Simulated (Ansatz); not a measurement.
CH3Cl3Si (`C[Si](Cl)(Cl)Cl`) at its PBE0-D4/def2-TZVP geometry, where that method's forces vanish. Charge 0, multiplicity 1.

```xyz
8

C     0.6195   -0.4377    0.7263
Si   -0.4664    0.3295   -0.5467
Cl    0.4628    0.3590   -2.3613
Cl   -2.2045   -0.7193   -0.7357
Cl   -0.9299    2.2478   -0.0348
H     0.8603   -1.4639    0.4415
H     1.5465    0.1320    0.8180
H     0.1116   -0.4473    1.6927
```

**Question.** What forces (eV/Å) does r2SCAN-D4/def2-TZVPP give on these atoms in Ansatz 0.2.0? (Estimate.)

**Answer.** The calculation gave: 
```
C1  -0.007  0.005 -0.008
Si2  0.031 -0.022  0.037
Cl3  0.048 -0.004 -0.072
Cl4 -0.070 -0.052  0.000
Cl5 -0.013  0.080  0.031
H6   0.003  0.021  0.019
H7  -0.015 -0.022  0.009
H8   0.023 -0.007 -0.015
```
